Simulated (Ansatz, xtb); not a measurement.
**FGaH2In+: where a starting geometry ends**

The starting geometry of this gas-phase singlet has its atoms placed at random.

```xyz
5

F     0.1819   -0.4482    1.0312
Ga   -0.0516   -0.5247   -1.4047
In   -1.9673    0.0704    0.4062
H     0.4397    0.5198    0.9637
H    -0.5807   -1.8847   -0.1840
```

Question: One run relaxed it with r2SCAN-D4/def2-SVP. What is a likely outcome?

Answer: It falls apart into GaHIn + FH (formulas without charges). Distances that change by over a tenth: F1–In3 (2.30 → 2.88 Å). Contacts that open: Ga2–In3 (2.70 → 3.75 Å). Contacts that close: In3–H5 (2.47 → 2.09 Å).

The energy falls by 1.94 eV over 11 steps:

| step | E − E(last) (eV) |
| --- | --- |
| 1 | 1.944 |
| 2 | 0.994 |
| 3 | 0.614 |
| 4 | 0.374 |
| 5 | 0.213 |
| 7 | 0.018 |
| 8 | 0.003 |
| 9 | 0.002 |
| 10 | 0.000 |
| 11 | 0.000 |

Final geometry (Å):

```xyz
5

F     0.2941    0.1252    0.8584
Ga    0.4976   -1.1747   -1.4138
In   -2.4919   -0.5950    0.7730
H     0.9350    0.5805    1.3652
H    -1.2129   -1.2034   -0.7705
```

From the same start GFN2-xTB ends elsewhere, in pieces: GaHIn + FH.

From so rough a start the end depends on the optimiser's path, so another program may land elsewhere. The end wasn't checked by frequencies. Atoms past krypton carry core potentials, without spin–orbit terms. Run with Ansatz 0.2.0, 69 s on 1 thread of AMD EPYC (Zen 3) (shared host).
